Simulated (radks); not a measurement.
Results of a calculation; reference values are marked as such.
Charge is removed step by step from the 3p level of neutral manganese, starting from [Ar] 3d5 4s2. Code: a radial shooting solver on a logarithmic mesh with Libxc functionals. Model: scalar-relativistic Kohn-Sham, LDA (Slater exchange, Perdew-Wang correlation), spin-unpolarised, spherical densities, finite nucleus; Fermi nuclear charge, rms radius 3.7057 fm.

removed (e)  E - E(0) (eV)  eigenvalue (eV)  E minus straight line (eV)
0                    0.000          -54.490                       0.000
0.25                14.052          -58.008                      -1.423
0.5                 29.016          -61.774                      -1.934
0.75                44.948          -65.754                      -1.476
1                   61.900          -69.922                       0.000

Removing the whole electron costs 61.900 eV by Delta-SCF, against 54.490 eV from minus the eigenvalue at the starting occupation. Slater's transition state (half an electron removed) gives 61.774 eV. Integrating minus the eigenvalue over the occupation (Janak's theorem) gives 61.917 eV. In this scalar-relativistic scheme the density is built from large components alone, so the theorem holds only approximately. The mean slope of the eigenvalue, de/dn, is 15.4 eV per electron.
